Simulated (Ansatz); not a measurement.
Consider the formal exchange of groups at the Sn–Br bond: `[F][Sn]([Cl])([Cl])[Br]` + `N=C([SiH3])Cl` → `[F][Sn]([SiH3])([Cl])[Cl]` + `N=C(Cl)Br`.

Calculated with Ansatz (gas phase, PBE0-D4/def2-TZVP geometries, no zero-point term in ΔE). CCSD(T)/CBS adds triple-zeta CCSD(T) − MP2 to the extrapolated MP2 energy (def2 sets, frozen cores). DFT in def2-TZVPP. def2 core potentials past Kr. For Br, Sn outer-core shells are correlated without core-valence functions, which leaves a few kJ/mol of doubt a bond. Scalar relativity is left out up to krypton. Each species was taken in one conformer, which may not be the lowest.

`[F][Sn]([Cl])([Cl])[Br]`:

Cartesian coordinates in Å:
```
F 0.735 -1.768 -0.224
Sn 0.007 -0.032 -0.017
Cl 0.896 1.257 -1.679
Cl -2.253 -0.231 -0.270
Br 0.614 0.773 2.189
```

`N=C([SiH3])Cl`:

Z-matrix (Å, degrees):
```
Si
C 1 1.893
H 1 1.482 2 107.7
H 1 1.480 2 108.6 3 -120.8
H 1 1.482 2 107.8 3 118.4
Cl 2 1.786 1 112.7 3 -59.4
N 2 1.248 1 124.3 3 120.6
H 7 1.020 2 114.3 1 -180.0
```

`[F][Sn]([SiH3])([Cl])[Cl]`:

Z-matrix (Å, degrees):
```
Sn
Si 1 2.565
Cl 1 2.310 2 114.9
F 1 1.911 2 110.9 3 117.6
Cl 1 2.310 2 114.9 3 -124.8
H 2 1.480 1 107.0 3 -57.9
H 2 1.480 1 107.0 3 -178.2
H 2 1.481 1 106.6 3 61.9
```

`N=C(Cl)Br`:

Cartesian coordinates in Å:
```
N -0.886 0.089 -0.623
C 0.212 0.157 -0.051
Cl 1.428 1.250 -0.566
Br 0.756 -0.895 1.453
H -1.510 -0.601 -0.213
```

CCSD(T)/CBS gives +25.6 kcal/mol.

**Question.** Another level gave +22.9 kcal/mol. Which?
A. PBE0/def2-TZVPP
B. CCSD/def2-TZVPP
C. r2SCAN-D4/def2-TZVPP
D. BHLYP/def2-TZVPP

**Answer.** C. r2SCAN-D4 22.9, CCSD/def2-TZVPP 24.8, BHLYP 25.9, PBE0 21.7 kcal/mol.

Largest T1 diagnostic among the species: 0.013.

In def2-TZVPP, CCSD(T) changes the Hartree–Fock value by −6.2 kcal/mol (the triples alone add −0.6 kcal/mol) and MP2 by −6.7 kcal/mol. From PBE to PBE0 (25 % exact exchange), in def2-TZVPP and without D4, ΔE moves by +2.3 kcal/mol.
